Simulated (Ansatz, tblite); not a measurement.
Cost and result up the ladder for B5⁺ (5 atoms). Total charge 1; singlet. Geometry: B3LYP-D4/def2-SVP.

```tsv
atom	x (Å)	y (Å)	z (Å)
B1	0.5445	1.1275	0.0405
B2	-0.1448	-1.0370	0.6432
B3	-0.7873	-0.8328	-0.7659
B4	-0.3199	0.6106	-1.1531
B5	0.7075	0.1318	1.2353
```

Ansatz on 4 threads of AMD EPYC 9R45 on a shared host; xTB runs through tblite on one thread. Times are rough, summed over both states, and most runs start from the orbitals of an earlier one. ωB97X-V/def2-TZVP serves as the yardstick here, not as an exact answer. The other state is a triplet at its own geometry, which has other bonds, so the gap mixes isomer and spin.

The xTB rows come from tblite. LC-ωPBE has ω = 0.4 bohr⁻¹. HSE06 is defined as in plane-wave codes, on full-range PBE exchange. Correlated methods freeze 5 core orbitals. In CCSD on the charge 1 triplet the largest single amplitude is 0.16, so its Hartree–Fock determinant may place the open shell otherwise than the density functionals do. The structure comes from a short search, and lower isomers may exist.

Run but left out: HF/STO-3G (singlet: restricted singlet, unstable in another Hartree–Fock run and untested here); HF/def2-TZVP, HF/def2-TZVPP (singlet: restricted singlet, unstable towards broken spin symmetry); MP2/def2-TZVP, MP2/def2-TZVPP (triplet: a determinant that CCSD turns far, T1 0.046).

Correlated methods converge slowly with the basis.

xTB has no spin-polarisation term.

| level | functions | wall time | triplet − singlet (eV) | difference from ωB97X-V/def2-TZVP (eV) | remarks |
| --- | --- | --- | --- | --- | --- |
| GFN1-xTB | 20 | 0.004 s | 1.57 | 0.57 | – |
| GFN2-xTB | 20 | 0.004 s | 1.62 | 0.62 | – |
| PBE-D4/def2-TZVP | 155 | 1.2 s | 1.07 | 0.06 | – |
| PBE0-D4/def2-TZVP | 155 | 1.6 s | 0.93 | -0.08 | – |
| HSE06-D4/def2-TZVP | 155 | 1.8 s | 0.94 | -0.07 | – |
| RPA@PBE/def2-TZVP | 155 | 1.9 s | 1.30 | 0.29 | – |
| CAM-B3LYP-D4/def2-TZVP | 155 | 2.2 s | 1.03 | 0.02 | – |
| r2SCAN-D4/def2-TZVP (with forces) | 155 | 2.3 s | 0.74 | -0.27 | – |
| r2SCANh-D4/def2-TZVP | 155 | 2.5 s | 0.71 | -0.29 | – |
| LC-ωPBE/def2-TZVP | 155 | 2.6 s | 0.58 | -0.42 | – |
| ωB97X-V/def2-TZVP | 155 | 6.8 s | 1.01 | 0.00 | – |
| CCSD(T)/def2-TZVPP | 155 | 13 s | 1.39 | 0.39 | large T1 (0.025) (singlet), large T1 (0.046) (triplet), restricted SCF unstable (singlet), spin-contaminated (⟨S²⟩ 2.13) (triplet) |
